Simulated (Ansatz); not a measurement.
Mulliken charges of CH₅GeO₂, SMILES `[CH3][Ge]([OH])[OH]` radical from r2SCAN/def2-TZVPP in Ansatz (PBE0-D4/def2-TZVP geometry).

```csv
atom,x (Å),y (Å),z (Å),charge (e)
C1,0.000,1.129,-0.896,-0.267
Ge2,0.421,-0.060,0.593,0.483
O3,1.013,-1.559,-0.189,-0.422
O4,-1.153,-0.363,1.395,-0.424
H5,-0.762,0.632,-1.500,0.096
H6,-0.386,2.076,-0.522,0.085
H7,0.892,1.301,-1.497,0.087
H8,1.159,-2.286,0.421,0.181
H9,-1.094,-0.916,2.177,0.182
```

Question: By hand: the dipole of these point charges (1 e Å = 4.8032 D).

Answer: Σ q r = (0.247, 0.251, 0.168) e Å, of length 0.390 e Å = 1.87 D.

Question: How does the dipole of the full density compare? (Estimate.)

Answer: The calculation gave: (0.126, -0.053, 0.254) e Å, 1.39 D; the point charges give 1.35 times that, at 57° from its direction.

Point charges leave out the atoms' own dipoles, such as those of lone pairs, and Mulliken's split depends on the basis, so the two needn't agree.
